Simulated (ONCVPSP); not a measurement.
# What one change does to a pseudopotential (lanthanum, ONCV)

| Item | Value |
| --- | --- |
| Element | La (Z = 57) |
| Generator | ONCVPSP 4.0.1 |
| Type | optimised norm-conserving Vanderbilt (ONCV) |
| Functional | LDA (Perdew-Wang 92) |
| Relativity | scalar-relativistic |
| Frozen core | [Kr] 4d10 |
| Valence charge | 11 |
| Reference configuration | 5s2 5p6 5d1 6s1.5 6p0.5 |
| Partial waves | 5s+6s: rc 2.95 bohr, ncon 4, nbas 9, qcut 3.5 1/bohr, 2 projectors; 5p+6p: rc 2.55 bohr, ncon 3, nbas 7, qcut 5.9 1/bohr, 3 projectors, debl 1.9 Ha; 5d: rc 2.55 bohr, ncon 4, nbas 9, qcut 3.8 1/bohr, 1 projector; f scattering state at 0.02 Ha: rc 2.35 bohr, ncon 4, nbas 7, qcut 5.5 1/bohr, local |
| Local potential | the f channel |
| Core correction | Teter function, fcfact 1.75, rcfact 1 |

In the f channel the program set the typed energies aside and used -0.189 Ha.

Change: fully relativistic. In the f channel the program set the typed energies aside and used -0.185 Ha (j = l + 1/2; the other j can differ).

Cutoffs: the cutoffs (Ha) at which the residual kinetic energy of the hardest occupied pseudo-wave falls to 1 and 0.1 mHa per electron; they do not see the model core or the augmentation charge, which bear on the density cutoff. Errors are all-electron minus pseudo energies relative to the spin-unpolarised reference configuration.

Question: How do hardness, ghosts and transferability respond?

Answer: The potential gets neither clearly harder nor softer (9.0 Ha and 12 Ha → 9.2 Ha and 12 Ha); both files keep a bound ghost (s); of the 4 tests that both files solve, the error grows in 0 and shrinks in 2 by more than 15 % and 0.3 meV (median size 2.7 → 2.2 meV).

| quantity | base | changed |
| --- | --- | --- |
| cutoff, loose | 9.0 Ha | 9.2 Ha |
| cutoff, tight | 12 Ha | 12 Ha |
| loose cutoff by channel | s 2.8 Ha, p 9.0 Ha, d 5.7 Ha | s 2.8 Ha, p 9.2 Ha, d 5.8 Ha |
| bound ghosts | s | s |
| GHOST(+) flags under 300 eV | p at 189.6 eV | p3/2 at 189.2 eV, p1/2 at 190.0 eV |
| error for 5s2 5p6 5d1 6s2 6p0, meV [ΔE -1.21 eV] | -0.3 | -0.3 |
| error for 5s2 5p6 5d1 6s1 6p0, meV [ΔE 4.94 eV] | -1.6 | -0.7 |
| error for 5s2 5p6 5d1 6s0 6p0, meV [ΔE 16.09 eV] | -12 | -10.0 |
| error for 5s2 5p6 5d1 6s0 6p2, meV [ΔE 3.83 → 3.82 eV] | -3.8 | -3.7 |
| s: phases at 3.00 bohr within 0.05 rad from the reference energy up to (Ha; the scan ends near 5) | 2.4 | 2.4 |
| rms error of d²Exc/dni dnj with the model core, mHa | 2.53 | 4.68 |

Base: The cutoffs count occupied waves only; projector 1 of the f channel, the hardest unoccupied one, needs 35 Ha at the loose tolerance. Changed file: The cutoffs count occupied waves only; projector 1 of the f channel, the hardest unoccupied one, needs 35 Ha at the loose tolerance. A true bound ghost makes a file unfit for plane-wave use even where its test errors are small: the radial tests pick states by their node count and pass the ghost by.
